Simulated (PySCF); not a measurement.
Ta(F)4(NH2) (F₄H₂NTa), SMILES [NH2][Ta]([F])([F])([F])[F], multiplicity 1. Geometry optimised at PBE-D3(BJ)/def2-SVP. The multiplicity is an assumed one; no other spin state was optimised. The structure was generated by enumeration; whether it is a known compound was not checked. The def2 effective core potentials stand for the cores of Ta; spin–orbit coupling is left out. One conformer was computed; it need not be the lowest.

Computed equilibrium geometry at PBE-D3(BJ)/def2-SVP (PySCF confirms it by a frequency run) as Cartesian coordinates in Å, and its point group (one conformer of several):
point group C2v.
```xyz
8

Ta     0.0000     0.0000     0.0433
F      1.8971     0.0000    -0.0810
F     -1.8971     0.0000    -0.0810
F      0.0000     1.6673     0.9299
F      0.0000    -1.6673     0.9299
N      0.0000     0.0000    -1.9222
H      0.8520     0.0000    -2.4913
H     -0.8520     0.0000    -2.4913
```
